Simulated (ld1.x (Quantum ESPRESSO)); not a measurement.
## Varying the TM potential for Al (Z = 13)

Base potential:

Al, norm-conserving Troullier–Martins (Kleinman–Bylander form), made with ld1.x (Quantum ESPRESSO) 7.5 (PBE, scalar-relativistic). Core [Ne], reference 3s2 3p0 (charge +1). Waves: 3p (bound, empty): rc 2.45 bohr; 3d channel at 0.3 Ry: rc 1.80 bohr; 3s (bound): rc 1.95 bohr. Local part: the s channel. Core correction: a·sin(br)/r model core inside 1.15 bohr.

Cutoffs, loose and tight: the cutoffs (Ry, on a coarse ladder) from which the occupation-weighted sum of valence levels, in a spherical-Bessel basis at the reference potential, stays within 10 and 1 mRy of its value at 400 Ry. They do not see the model core or the augmentation charge, which bear on the density cutoff. Test errors are all-electron minus pseudo excitation energies from the reference, over the configurations 3s2 3p1; 3s1 3p0; 3s2 3p0.5; 3s2 3p1.3; 3s1 3p1; 3s1 3p2; 3s0 3p3. A dash means not determined; rows that change the core or the reference have their own tests.

A true bound ghost makes a file unfit for plane-wave use even where its test errors are small: the radial tests pick states by their node count and pass the ghost by.

```tsv
change	outcome	cutoff, loose	cutoff, tight	bound ghosts	largest test error (meV)
base	generated	10 Ry	30 Ry	none	-12
type PAW; waves now 3s (bound): rcut 1.70, rcutus 1.95 bohr; 3s channel at -0.45 Ry: rcut 1.70, rcutus 1.95 bohr; 3p (bound): rcut 2.15, rcutus 2.45 bohr; 3p channel at -0.3 Ry: rcut 2.15, rcutus 2.45 bohr; 3d channel at 0.3 Ry: rcut 1.55, rcutus 1.80 bohr; local potential all-electron potential smoothed inside 2.10 bohr (lloc = -1); augmentation PSQ, inside the norm-conserving radii	generated	8 Ry	10 Ry	none	-13
wave 3d channel at 0.3 Ry: rc 1.80 bohr becomes 3d channel at 6.44 Ry: rc 1.80 bohr	generated	10 Ry	30 Ry	d	-12
wave 3p (bound): rc 2.45 bohr becomes 3p (bound): rc 2.18 bohr	generated	10 Ry	30 Ry	none	-11
reference 3s2 3p1	generated	10 Ry	30 Ry	none	+14
functional LDA (PZ)	generated	10 Ry	30 Ry	none	-11
all radii but the core radius scaled by about 1.08 (s 2.10, p 2.64, d 1.94 bohr)	generated	10 Ry	30 Ry	none	-14
```

(1) What comes out with this change to the base: core correction a·sin(br)/r model core inside 1.86 bohr?

Answers

(1) outcome: generated; cutoff, loose: 10 Ry; cutoff, tight: 30 Ry; bound ghosts: none; largest test error (meV): +7.1.
